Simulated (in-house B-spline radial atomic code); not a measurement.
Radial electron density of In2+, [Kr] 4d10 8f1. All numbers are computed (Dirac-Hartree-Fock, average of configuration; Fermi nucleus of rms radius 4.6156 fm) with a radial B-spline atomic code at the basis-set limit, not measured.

Columns: r (bohr), 4πr²n(r) (electrons per bohr), bar.

```
 0.00118    1.955 #
 0.00153     3.07 ##
 0.00199    4.795 ###
  0.0026    7.444 ####
 0.00339    11.31 ######
 0.00441    16.73 #########
 0.00574    24.03 ##############
 0.00748    33.25 ###################
 0.00975    43.76 #########################
  0.0127    53.96 ##############################
  0.0165    61.39 ###################################
  0.0216    63.76 ####################################
  0.0281    60.54 ##################################
  0.0366    55.64 ###############################
  0.0476    56.21 ################################
  0.0621     66.2 #####################################
  0.0809    78.24 ############################################
   0.105    78.04 ############################################
   0.137    63.69 ####################################
   0.179     54.8 ###############################
   0.233    62.31 ###################################
   0.303    63.53 ####################################
   0.395    42.08 ########################
   0.515    21.39 ############
   0.671    19.98 ###########
   0.874    21.88 ############
    1.14    15.22 #########
    1.48    6.834 ####
    1.93    2.029 #
    2.52   0.3879 
    3.28  0.05287 
    4.27 0.008231 
    5.56 0.0009816 
    7.25  0.01675 
    9.44 0.001671 
    12.3  0.02056 
      16 0.000337 
    20.9  0.03226 
    27.2 0.009975 
    35.4  0.05847 
    46.1 0.005353 
    60.1 2.223e-05 
    78.3 2.784e-09 
     101 1.166e-15
```

On this grid the curve has 8 maxima, near 0.0216, 0.0809, 0.303, 0.874, 7.25, 12.3, 20.9, 35.4 bohr.

The 8f5/2 radial function P(r) = rR(r), positive near the nucleus, with its small component Q(r) (sign convention: Q ≈ (P' + κP/r)/2c):

```tsv
r (bohr)	P	Q
0.105	0.0003952	8.169e-05
0.179	0.001738	0.0001956
0.303	0.005765	0.0003476
0.515	0.01466	0.0004685
0.874	0.02921	0.0005062
1.48	0.05475	0.0005804
2.52	0.1061	0.0006036
4.27	0.08135	-4.284e-05
7.25	-0.1293	-0.0002483
12.3	0.1432	0.0002198
20.9	-0.1797	-6.461e-05
35.4	0.2419	3.608e-05
60.1	0.004727	-2.999e-06
```
